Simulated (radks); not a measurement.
Values are calculated unless marked as measured or tabulated.
Q: Radial electron density D(r) = 4 pi r^2 rho(r) of an atom or ion with 59 electrons. Code: a radial shooting solver on a logarithmic mesh with Libxc functionals. Model: Dirac Kohn-Sham, PBE, spin-unpolarised, spherical densities, point nucleus.

```
   r/bohr * D(r) (the largest magnitude, 121, reaches the edge; | marks zero)
   0.0022 |       *
 0.002888 |           *
 0.003791 |                *
 0.004976 |                      *
 0.006531 |                             *
 0.008573 |                                    *
  0.01125 |                                         *
  0.01477 |                                          *
  0.01954 |                                        *
  0.02565 |                                     *
  0.03367 |                                       *
   0.0442 |                                               *
  0.05801 |                                                      *
  0.07614 |                                                    *
  0.09995 |                                           *
   0.1312 |                                           *
   0.1736 |                                                 *
   0.2278 |                                       *
   0.2991 |                        *
   0.3925 |                        *
   0.5152 |                          *
   0.6763 |                 *
   0.8877 |       *
    1.165 |   *
    1.542 |*
    2.024 *
    2.656 *
    3.486 *
```

What is the nuclear charge?

A: Z = 68. The innermost maximum, from 1s, lies near gamma/Z bohr with gamma = sqrt(1 - (Z/c)^2) = 0.868, here 0.0128 bohr (found: 0.0141), and its height grows with Z. The density is that of the erbium ion Er9+ in [Kr] 4d10 4f10 5s2 5p1; the configuration itself is not fixed sharply by these data, and Z only to a few units. D(r) has 4 maxima, at r = 0.0141, 0.0628, 0.175, 0.476 bohr, and minima at 0.0273, 0.115, 0.340 bohr, inside which lie 2.02, 11.19, 29.71 electrons.
